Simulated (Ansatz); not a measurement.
CH4NS, SMILES `C[N+]S` (lower singlet; C–N–S–H torsion 0°) (charge 1, multiplicity 1). This singlet lies 1.15 eV below the relaxed triplet at the level frozen-core CCSD(T)/cc-pVTZ // B3LYP-D3(BJ)/def2-TZVP (Ansatz, a first-principles code).

Calculation: CAM-B3LYP/cc-pVTZ // B3LYP-D3(BJ)/def2-TZVP in Ansatz.

Ansatz 0.2 input:
```yaml
crystal:
  periodic: [false, false, false]
  atoms:
    - { symbol: C, position_ang: [-0.731953, -0.208536, -0.103846] }
    - { symbol: N, position_ang: [0.222274, 0.680858, 0.453445] }
    - { symbol: S, position_ang: [1.693705, 0.834479, 0.075439] }
    - { symbol: H, position_ang: [-1.575467, 0.414781, -0.435723] }
    - { symbol: H, position_ang: [-0.357881, -0.856005, -0.898454] }
    - { symbol: H, position_ang: [-1.148147, -0.78014, 0.738935] }
    - { symbol: H, position_ang: [1.897465, -0.085438, -0.936348] }
basis:
  gaussian: { orbitals: cc-pVTZ }
hamiltonian:
  xc: cam_b3lyp
total_charge: 1
```

Output:

```
Functional definition: CAM-B3LYP
863 factors; their error is unknown
204 factors; integrals over basis functions are off by at most 1.2e-5 eV
mean field evaluation 1: about -13404.0117 eV, gradient 8.0e1 eV
mean field evaluation 2: about -13370.3567 eV, gradient 1.4e2 eV
mean field evaluation 4: about -13417.7734 eV, gradient 1.0e1 eV
mean field evaluation 8: about -13417.9849 eV, gradient 2.4e-1 eV
mean field evaluation 16: about -13417.9822 eV, gradient 5.1e-5 eV
mean field -13417.98216689 eV, -493.1017495984 hartree, gradient 5.1e-5 eV, S^2 0.000000; 0 other end points of the search recorded, 0 dependent functions left out
reference -13417.98226924 eV, -493.1017533594 hartree; 16, 16 occupied and 134, 134 virtual orbitals, 863 factors
Total energy: -13417.98226924 eV, -493.1017533594 hartree
```
